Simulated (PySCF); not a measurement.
Bonds (- single, = double, # triple, : aromatic): C1=C2, C2-C3, C3-B4, B4-C5, B4-C6, C6-C7, C7-C8. C1 carries H9, H10; C2 carries H11; C3 carries H12, H13; C5 carries H14, H15, H16; C6 carries H17, H18; C7 carries H19, H20; C8 carries H21, H22, H23. H10 is cis to C3; H9 is trans to C3.

Computed data (PySCF 2.14.0 with density-fitted response routines): PBE0/pcSseg-1 with gauge-including orbitals, coordinates at the PBE0-D3(BJ)/def2-SVP level. Single conformer, non-relativistic, in vacuum, equivalent nuclei averaged.

Shifts are taken against calculated references (same method and geometry level): 13C (σ = 184.41 ppm) and 1H (σ = 31.27 ppm) against TMS; 11B (σ = 100.73 ppm) against BF3·OEt2.

```
      atoms  nucleus  count  δ (ppm)
         C6      13C      1        ?
         C2      13C      1    147.3
         H9       1H      1     5.21
H21/H22/H23       1H      3        ?
H14/H15/H16       1H      3     0.87
         C7      13C      1     21.4
        H10       1H      1     5.08
         C1      13C      1        ?
         C5      13C      1     12.3
    H19/H20       1H      2     1.30
         B4      11B      1     89.0
         C8      13C      1     19.0
    H12/H13       1H      2     2.22
         C3      13C      1        ?
    H17/H18       1H      2        ?
        H11       1H      1     6.09
```

Q: Estimate the values marked ?.

A: 
- C1: 120.4 ppm, terminal =CH2 carbon; as expected for a trigonal carbon in a double bond
- C3: 41.9 ppm, allylic sp3 CH2 bonded to B
- C6: 34.9 ppm, sp3 CH2 bonded to B
- H17/H18: 1.20 ppm, hydrogen on an sp3 CH2 bonded to B
- H21/H22/H23: 0.99 ppm, hydrogen on a methyl carbon; far from electronegative atoms and π systems

A carbon bonded to boron is broadened by the quadrupolar boron nucleus and is often missing from a measured spectrum. Shifts are as computed. Against solution values, carbons near 30 ppm lie about +2 ppm off and those near 130 ppm about +5 ppm. Of 1309 compounds with measured shifts, 239 miss one by over three times the rms of a fit or turn the order of signals round; such compounds aren't used in these exercises.
